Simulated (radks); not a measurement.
All-electron atom: the ruthenium ion Ru3+ in [Kr] 4d5. All-electron calculation, scalar-relativistic Kohn-Sham, exchange-only LDA, spin-polarised, spherical densities, point nucleus; open shells are filled with parallel spins first (spin-orbit coupling, left out, can overturn this in heavy ions). Program: a radial shooting solver on a logarithmic mesh with Libxc functionals.

Normalised radial functions P(r) = r R(r), r in bohr:

r,4d down
0.003309,0.0000
0.004309,0.0001
0.005656,0.0001
0.007364,0.0003
0.009589,0.0006
0.01249,0.0012
0.01639,0.0026
0.02134,0.0053
0.02779,0.0106
0.03648,0.0210
0.0475,0.0395
0.06185,0.0715
0.08053,0.1229
0.1057,0.2003
0.1376,0.2953
0.1792,0.3900
0.2334,0.4434
0.3063,0.3977
0.3989,0.2133
0.5194,-0.1023
0.6763,-0.4721
0.8877,-0.7765
1.156,-0.8879
1.505,-0.8005
1.976,-0.5768
2.572,-0.3338
3.35,-0.1472
4.362,-0.0458

4d down (empty): eigenvalue -33.042 eV, 1 radial node at r = 0.481 bohr, <r> = 1.45 bohr, 90 % of the charge inside 2.26 bohr.
